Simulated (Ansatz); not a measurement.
`O[SiH2][SiH](Cl)Cl`, 9 atoms. The species carries charge 0 and has multiplicity 1. All runs use 4 threads of a server CPU on a shared host. Correlated methods freeze the cores.

Q: How many basis functions does each run have, and how long does it take in Ansatz? RHF-CCSD(T)/def2-SVP energy; RKS B2PLYP (frozen core)/def2-TZVPP energy; RKS PBE-QIDH (frozen core)/def2-TZVPP energy; RKS PBE0-D4/def2-TZVP relaxation (13 steps); RKS ωB97M-V/def2-TZVPP energy and forces; RKS ωB97M-V/def2-SVP energy; RKS PBE0-D4/def2-SVP energy; direct RPA on PBE orbitals/def2-TZVPP energy; RKS PBE0-D4/def2-TZVP frequencies; RHF-CCSD(T)/def2-TZVPP energy; RHF-MP2/def2-QZVPP energy; RKS PBE0-D4/def2-QZVPP energy. (Best estimate.)

A: The calculation gave: Other jobs shared the machine, so times are rough.

```csv
level,job,functions,wall time,peak host memory (GiB)
RKS PBE0-D4/def2-SVP,energy,106,1.4 s,0.22
RHF-CCSD(T)/def2-SVP,energy,106,4 s,0.39
direct RPA on PBE orbitals/def2-TZVPP,energy,255,5.5 s,0.56
RKS ωB97M-V/def2-SVP,energy,106,6 s,0.35
RKS PBE-QIDH (frozen core)/def2-TZVPP,energy,255,6.5 s,0.67
RKS B2PLYP (frozen core)/def2-TZVPP,energy,255,6.5 s,0.67
RKS PBE0-D4/def2-QZVPP,energy,457,11 s,2.1
RKS ωB97M-V/def2-TZVPP,energy and forces,255,15 s,1.1
RHF-MP2/def2-QZVPP,energy,457,21 s,2.5
RKS PBE0-D4/def2-TZVP,relaxation (13 steps),203,56 s,0.62
RKS PBE0-D4/def2-TZVP,frequencies,203,2.4 min,0.62
RHF-CCSD(T)/def2-TZVPP,energy,255,2.6 min,5.1
```
